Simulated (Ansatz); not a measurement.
Ansatz (a program for electronic structure) input:

Ansatz 0.2 input:
```yaml
crystal:
  periodic: [false, false, false]
  atoms:
    - {symbol: C, position_ang: [2.07914738, -0.18062915, -0.64799530]}
    - {symbol: C, position_ang: [0.75843144, -0.08051704, -0.67402996]}
    - {symbol: B, position_ang: [-0.46713719, 0.04005802, 0.12987417]}
    - {symbol: O, position_ang: [-1.08502731, 1.27334736, 0.46948691]}
    - {symbol: O, position_ang: [-1.26342000, -1.05979635, 0.54746447]}
    - {symbol: H, position_ang: [2.69868801, -0.19724689, 0.27214063]}
    - {symbol: H, position_ang: [2.70731730, -0.25888701, -1.55243371]}
    - {symbol: H, position_ang: [-0.50773705, 1.97148331, 0.14975134]}
    - {symbol: H, position_ang: [-0.80047677, -1.85717047, 0.27771134]}
basis:
  gaussian:
    orbitals: STO-3G
hamiltonian:
  xc: {name: PBE0}
total_charge: -1
```

Question: Predict the final energy.

Answer: -250.17602 Eh (PBE0/STO-3G). The basis has 29 functions.

It need not be the lowest isomer of its formula. Whether it binds its extra electron was not tested at this geometry.
